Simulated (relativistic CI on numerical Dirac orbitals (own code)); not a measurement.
## Level scheme of Pm III

Calculated at this level of theory: Dirac-Coulomb-Breit CI, orbitals from a KLI potential per configuration, a model potential for QED, valence Slater integrals scaled by 0.8 (own radial code, finite nucleus).

CI space (outside the closed core [Xe]): 4f5.

The lowest level is 4f5 6H°_5/2, with 96 % of that term; Hund's rules for 4f5 give 6H° with J = 5/2, in agreement.

| No. | Configuration | Term | J | E (cm⁻¹) | % | Lifetime (s) | jj configuration (%) |
| --- | --- | --- | --- | --- | --- | --- | --- |
| 1 | 4f5 | 6H° | 5/2 | 0.0 | 96 |  | 4f5/2^3 4f7/2^2 (34) |
| 2 | 4f5 | 6H° | 7/2 | 796.6 | 97 | 2.33e+01 | 4f5/2^4 4f7/2 (40) |
| 3 | 4f5 | 6H° | 9/2 | 1734.0 | 98 | 1.13e+01 | 4f5/2^3 4f7/2^2 (59) |
| 4 | 4f5 | 6H° | 11/2 | 2772.6 | 98 | 8.82e+00 | 4f5/2^2 4f7/2^3 (50) |
| 5 | 4f5 | 6H° | 13/2 | 3880.5 | 97 | 9.35e+00 | 4f5/2^2 4f7/2^3 (46) |
| 6 | 4f5 | 6H° | 15/2 | 5029.9 | 96 | 1.49e+01 | 4f5/2^2 4f7/2^3 (39) |
| 7 | 4f5 | 6F° | 1/2 | 5506.0 | 97 |  | 4f5/2^3 4f7/2^2 (52) |
| 8 | 4f5 | 6F° | 3/2 | 5698.8 | 96 | 2.46e+02 | 4f5/2^4 4f7/2 (36) |
| 9 | 4f5 | 6F° | 5/2 | 6093.9 | 94 | 5.72e+01 | 4f5/2^3 4f7/2^2 (51) |
| 10 | 4f5 | 6F° | 7/2 | 6780.0 | 95 | 2.64e+01 | 4f5/2^3 4f7/2^2 (39) |
| 11 | 4f5 | 6F° | 9/2 | 7721.6 | 97 | 1.69e+01 | 4f5/2^2 4f7/2^3 (43) |
| 12 | 4f5 | 6F° | 11/2 | 8841.3 | 98 | 1.92e+01 | 4f5/2^2 4f7/2^3 (44) |
| 13 | 4f5 | 4G° | 5/2 | 14200.4 | 49 | 2.54e-01 | 4f5/2^5 (46) |
| 14 | 4f5 | 4F° | 3/2 | 14604.6 | 96 | 5.07e-01 | 4f5/2^3 4f7/2^2 (50) |
| 15 | 4f5 | 4M° | 15/2 | 15279.0 | 80 | 8.06e+00 | 4f5/2^4 4f7/2 (53) |
| 16 | 4f5 | 4G° | 7/2 | 15781.0 | 59 | 2.88e-01 | 4f5/2^4 4f7/2 (42) |
| 17 | 4f5 | 4I° | 9/2 | 15904.9 | 96 | 6.40e-01 | 4f5/2^3 4f7/2^2 (47) |
| 18 | 4f5 | 4I° | 11/2 | 16295.5 | 74 | 4.37e-01 | 4f5/2^3 4f7/2^2 (39) |
| 19 | 4f5 | 4M° | 17/2 | 16608.5 | 89 | 1.09e+01 | 4f5/2^3 4f7/2^2 (76) |
| 20 | 4f5 | 4I° | 13/2 | 16710.6 | 55 | 4.21e-01 | 4f5/2^3 4f7/2^2 (39) |
| 21 | 4f5 | 4F° | 5/2 | 17405.4 | 53 | 2.56e-01 | 4f5/2^2 4f7/2^3 (55) |
| 22 | 4f5 | 4I° | 15/2 | 17618.8 | 56 | 3.47e-01 | 4f5/2^3 4f7/2^2 (54) |
| 23 | 4f5 | 4M° | 19/2 | 17772.2 | 93 | 1.37e+01 | 4f5/2^2 4f7/2^3 (64) |
| 24 | 4f5 | 4G° | 9/2 | 17858.8 | 72 | 3.65e-01 | 4f5/2^3 4f7/2^2 (50) |
| 25 | 4f5 | 4M° | 21/2 | 18742.7 | 95 |  | 4f5/2^2 4f7/2^3 (50) |
| 26 | 4f5 | 4L° | 13/2 | 19137.1 | 63 |  | 4f5/2^3 4f7/2^2 (49) |
| 27 | 4f5 | 4K° | 11/2 | 19372.6 | 74 |  | 4f5/2^2 4f7/2^3 (48) |
| 28 | 4f5 | 4F° | 7/2 | 19453.4 | 58 |  | 4f5/2 4f7/2^4 (44) |
| 29 | 4f5 | 4L° | 15/2 | 19861.7 | 53 |  | 4f5/2^3 4f7/2^2 (63) |
| 30 | 4f5 | 4G° | 11/2 | 20196.4 | 86 |  | 4f5/2^2 4f7/2^3 (50) |
| 31 | 4f5 | 4D° | 5/2 | 20260.8 | 39 |  | 4f5/2^3 4f7/2^2 (42) |
| 32 | 4f5 | 4K° | 17/2 | 20663.4 | 46 |  | 4f5/2^2 4f7/2^3 (75) |
| 33 | 4f5 | 4K° | 13/2 | 20809.1 | 62 |  | 4f5/2^3 4f7/2^2 (51) |
| 34 | 4f5 | 4D° | 1/2 | 21173.2 | 65 |  | 4f5/2^4 4f7/2 (61) |
| 35 | 4f5 | 4F° | 9/2 | 21302.3 | 70 |  | 4f5/2 4f7/2^4 (40) |
| 36 | 4f5 | 4D° | 3/2 | 21458.6 | 46 |  | 4f5/2^3 4f7/2^2 (55) |
| 37 | 4f5 | 4K° | 15/2 | 22217.9 | 55 |  | 4f5/2^2 4f7/2^3 (86) |
| 38 | 4f5 | 4K° | 17/2 | 22351.5 | 36 |  | 4f5/2^2 4f7/2^3 (41) |
| 39 | 4f5 | 4D° | 7/2 | 22383.2 | 78 |  | 4f5/2^2 4f7/2^3 (56) |
| 40 | 4f5 | 4H° | 7/2 | 22641.4 | 93 |  | 4f5/2^3 4f7/2^2 (35) |
| 41 | 4f5 | 4L° | 19/2 | 22835.7 | 89 |  | 4f5/2^2 4f7/2^3 (59) |
| 42 | 4f5 | 6P° | 3/2 | 22926.2 | 45 |  | 4f5/2^2 4f7/2^3 (47) |
| 43 | 4f5 | 4H° | 9/2 | 23142.3 | 81 |  | 4f5/2^2 4f7/2^3 (32) |
| 44 | 4f5 | 4H° | 11/2 | 23433.9 | 76 |  | 4f5/2 4f7/2^4 (28) |
| 45 | 4f5 | 6P° | 5/2 | 23515.1 | 56 |  | 4f5/2^2 4f7/2^3 (39) |

Energies count from the lowest computed level; ° marks odd parity; lifetimes are radiative, by E1, M1, E2, M2 decay to levels of this space only; some are left blank where a channel outside the calculation adds to the decay or the decay crosses a small, uncertain gap. Filled j subshells are mostly left out of the jj labels.

The mean weight of the leading LS term, summed over parents, in these 45 levels is 75 %, and that of the leading jj configuration (from the same eigenvectors) 49 %, so LS coupling describes them better.

One configuration and one scale for all Slater integrals: terms of lower spin can come out thousands of cm⁻¹ low, and their order can be wrong.

Landé's interval rule says that E(J) − E(J−1) = AJ with one A. For the ground term the intervals give A = 227.6, 208.3, 188.8, 170.4, 153.3 cm⁻¹ for J = 7/2, 9/2, 11/2, 13/2, 15/2; the multiplet is regular.

LS names give the leading component of a level, which can be under half, so a name can repeat, a term be missing and a line seem to break the LS rules.
